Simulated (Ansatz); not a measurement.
A made-up structure of CH$_{3}$BZn, closed shell:

```
6
angstrom
B -0.1255 1.1490 0.5252
C 0.6257 0.5694 -0.4245
Zn -0.2281 -1.1792 -0.1837
H -0.8490 1.5210 1.3749
H 1.3824 0.5406 -1.1877
H 1.4959 -0.0313 -0.3496
```

It is relaxed with PBE-D4/def2-SVP and then PBE0-D4/def2-TZVP (Ansatz 0.2.0). Atoms count as bonded within 1.22 times the sum of their covalent radii (H–H: 0.88 Å). The end point is not checked to be a true minimum.

**Question.** Does its bonding change? (A judgement: the text doesn't fix the answer.)

**Answer.** Computed: Yes. Formed: none; broken: B1–Zn3, C2–Zn3.

Where it ends: The first stage lowers the energy by 3.21 eV in 10 steps. It ends as a complex of CH₃B ([BH][CH2]) + Zn:
```xyz
6
angstrom
B 0.0351 1.3811 0.5935
C 0.9339 0.7502 -0.2340
Zn -0.5704 -2.4518 -0.7341
H -0.7394 1.9114 1.3006
H 0.8750 0.8130 -1.3169
H 1.7672 0.1656 0.1454
```

Labels in which every atom is bracketed show which atoms are joined, not bond orders.

For scale, one of the runs: PBE0-D4/def2-TZVP relaxation, 128 basis functions, launched by `ansatz run in.yaml --threads 2 --pin off --events-out ev --progress --plain --max-ram 4352MiB`. Hardware: 2 CPU threads of an Arm Neoverse V2, shared host. Wall time about 37 s.
